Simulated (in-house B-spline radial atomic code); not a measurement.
**KLI/ALDAx excitations of Al³⁺**

Method: KLI/ALDAx. Computed with an all-electron radial atomic-structure program (B-spline basis): linear response of the closed shell [He] 2s2 2p6 with the adiabatic LDA exchange kernel on the exchange-only KLI potential; scalar-relativistic (spin-free one-electron X2C), finite nucleus, no spin-orbit coupling, no double excitations, S, P, D and F terms only. Only terms of natural parity with L up to 3 were computed.

Command:
```bash
python run_td.py task.json out
```
Settings (radii: box in bohr, nucleus in fm):
```
Z                        13
electrons                10
configuration            [He] 2s2 2p6
hamiltonian              x2c
method                   kli
box_radius               23.08
rms_radius               3.061
intervals                108
```

Cost of the run: 0.7 s on 1 thread of Arm Neoverse N1 (shared host).

The lowest states, in the order of their Tamm-Dancoff energies; the method's threshold (minus the highest occupied level) is 121.65 eV. Labels give the largest channel, * marks a mixed state, and oscillator strengths are full-response dipole values. Semilocal kernels can invert the small singlet-triplet splittings of Rydberg terms. Energies in eV:

| state | full response | Tamm-Dancoff | oscillator strength |
| --- | --- | --- | --- |
| 2p → 3s 3P | ? | ? | - |
| 2p → 3s 1P | 77.89 | 77.91 | 0.22 |
| 2p → 3p 3S | 83.97 | 84.02 | - |
| 2p → 3p 3D | 85.01 | 85.02 | - |
| 2p → 3p 1D | ? | ? | - |
| 2p → 3p 1S | 89.44 | 89.84 | - |
| 2p → 3d 3P | 94.57 | 94.58 | - |
| 2p → 3d 3F | 94.84 | 94.84 | - |
| 2p → 3d 1F | 95.18 | 95.18 | - |
| 2p → 3d 1P | 96.24 | 96.30 | 0.843 |

**Question.** Where does 2p → 3s 3P lie?

**Answer.** At 76.93 eV in full response, 76.94 eV in Tamm-Dancoff.

**Question.** Where does 2p → 3p 1D lie?

**Answer.** At 85.70 eV in full response, 85.70 eV in Tamm-Dancoff.

**Question.** How large is the singlet-triplet splitting of 2p → 3s (P terms) in Tamm-Dancoff?

**Answer.** 0.971 eV, from the unrounded values.

**Question.** What polarisabilities and dispersion coefficient does the method give?

**Answer.** Dipole 0.2664 bohr³, quadrupole 0.2176 bohr⁵, C6 0.2454 hartree·bohr⁶ for two such species.
